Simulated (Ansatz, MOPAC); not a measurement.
Potential energy curve for MgH, doublet. Each curve is given relative to its own lowest point near equilibrium.

```csv
R / Å,A,B,C
1.31,129.0,127.8,91.3
1.40,71.9,69.6,56.5
1.48,38.5,36.1,30.9
1.57,15.4,13.4,10.2
1.66,3.6,2.5,0.5
1.68,2.2,1.3,0.0
1.74,0.0,0.0,1.9
1.79,0.2,1.0,7.1
1.85,2.5,4.2,17.1
1.90,5.7,8.2,27.4
2.00,14.6,18.9,49.4
2.17,34.3,41.3,78.1
2.36,58.1,66.9,97.1
2.61,85.8,93.8,123.4
2.87,107.1,109.8,149.3
3.16,121.8,116.9,163.2
3.47,129.6,118.9,169.3
3.82,132.4,119.2,172.9
4.26,133.2,119.1,175.2
4.69,133.4,119.0,176.3
5.25,133.6,118.9,176.9
6.08,133.7,119.0,177.1
6.94,133.8,119.0,177.1
```

Energies in kJ/mol.

Q: Which curve belongs to which method? The methods are PM3, unrestricted, heats of formation in MOPAC; CCSD on UHF/def2-TZVP, frozen core run with Ansatz (a quantum-chemistry and plane-wave program); Ansatz with unrestricted PBE/def2-TZVP.

A: A is UKS-PBE; B is UCCSD; C is PM3.

The unrestricted determinant behind UCCSD is spin-contaminated at 2.36 to 3.16 Å (<S²> up to 0.9, against 0.75 for a pure doublet).
